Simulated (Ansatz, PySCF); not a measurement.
CH4N2O2Si, SMILES N#CO[Si@@H](N)O.

Coordinates come from a TPSSh-D3(BJ)/def2-SVP optimisation. The structure was generated by enumeration; whether it is a known compound was not checked. One conformer was computed; it need not be the lowest.

Vertical ionisation energy (IE) and electron affinity (EA) in eV. Rows of orbital energies are one-electron estimates. Where ΔSCF, EOM or ADC give a negative EA the extra electron is unbound and the value depends on the basis.

```tsv
level	IE	EA
−ε(HOMO), −ε(LUMO), PBE0/def2-TZVP (PySCF)	8.47	-0.29
−ε(HOMO), −ε(LUMO), PBE/def2-TZVP (PySCF)	7.03	0.65
ΔSCF, PBE0/def2-SVPD (Ansatz), final states of multiplicity 2 and 2	10.62	-1.08
ΔSCF, PBE/def2-SVPD (Ansatz), final states of multiplicity 2 and 2	10.13	-0.86
```

What vertical singlet–triplet gap does ΔSCF give with PBE0/def2-SVPD (Ansatz, a first-principles code) and with PBE/def2-SVPD (Ansatz)? (An estimate is asked for; the answer gives what the named calculation found.)

6.68 and 6.35 eV (triplet above singlet where positive).
